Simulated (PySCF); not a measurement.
C7H8N2S.
Numbering: `[CH:1]#[C:2][c:3]1[n:4][n:5][c:6]([CH:7]([CH3:8])[CH3:9])[s:10]1`

Structure used (GFN2-xTB), in Å, numbered top down from 1:
```xyz
18
C7H8N2S angstrom
C      4.5230   -1.1216    1.4942
C      3.4374   -0.6811    1.2271
C      2.1669   -0.1986    0.8996
N      1.7294    0.9874    1.1572
N      0.4969    1.2053    0.7458
C     -0.0610    0.2057    0.1609
C     -1.4412    0.2167   -0.3907
C     -1.4062   -0.0343   -1.8996
C     -2.3049   -0.8262    0.3210
S      0.9820   -1.2050    0.0642
H      5.4766   -1.4843    1.7384
H     -1.8470    1.2151   -0.1981
H     -1.0051   -1.0237   -2.1126
H     -2.4115    0.0273   -2.3086
H     -0.7841    0.7082   -2.3948
H     -2.3378   -0.6287    1.3902
H     -1.9028   -1.8252    0.1627
H     -3.3193   -0.7954   -0.0686
```

Probes without a nucleus sit at each ring's centroid and 1 Å off its mean plane on both sides; NICS is minus the shielding there, NICSzz its component along the normal. Level: GIAO PBE0/pcSseg-1 (PySCF, non-relativistic, gas phase) on the GFN2-xTB geometry, one conformer.

Ring bond lengths (Å), with Mayer bond orders in brackets: C3–N4 1.290 (1.65), N4–N5 1.318 (1.21), N5–C6 1.285 (1.65), C6–S10 1.757 (1.09), S10–C3 1.765 (1.08).

**Question.** Give the NICS values of each ring in ppm.

**Answer.** 
```
           ring                                                       type  NICS(0)  NICS(1), two faces  NICS(1)zz, two faces  rms pucker (Å)  centre to ring atoms, mean (Å)
C3–N4–N5–C6–S10  5-membered ring with 2 N and S; formal bonds all aromatic    -12.0       -11.8 / -11.8         -25.0 / -25.0            0.00                            1.25
```

**Question.** What do they say, and how far can they be read as aromaticity?

**Answer.** 
- C3–N4–N5–C6–S10: mean NICS(1)zz -25.0 ppm, shielded, aromatic by this magnetic criterion (flat ring, no four-coordinate atom).

**Question.** And the bond-length index? Use HOMA with the parameters of Krygowski (1993).

**Answer.** 
- C3–N4–N5–C6–S10: HOMA 0.65; the largest term is that of S10–C3, α(R − Ropt)² = 0.73.

**Question.** What field does 14.1 T along the ring normal induce along that normal at the first NICS(1) probe listed for ring C3–N4–N5–C6–S10, 1 Å off the ring?

**Answer.** NICSzz × B0 = -25.0 ppm × 14.1 T = -352 μT, against the applied field.

**Question.** Give the inner angles of the rings and the Hirshfeld charges of the ring atoms.

**Answer.** 
- C3–N4–N5–C6–S10: C3 113.0° (+0.038 e), N4 114.0° (-0.117 e), N5 114.8° (-0.125 e), C6 113.1° (+0.060 e), S10 85.1° (+0.116 e); sum 540.0° against 540° for a flat convex ring.

**Question.** How shielded are the nuclei of the rings and their hydrogens (means over atoms taken as equivalent)?

**Answer.** 
```tsv
atoms	environment	σ isotropic (ppm)
C3	substituted aromatic carbon	34.6
N4	pyridine-type nitrogen	-155.1
N5	pyridine-type nitrogen	-122.3
C6	substituted aromatic carbon	2.5
S10	thiophene-type sulfur	191.4
```

On one thread, Arm Neoverse V1, no GPU, on a shared host, this took 63 s of wall time. This is the whole shielding run at PBE0/pcSseg-1, SCF included.
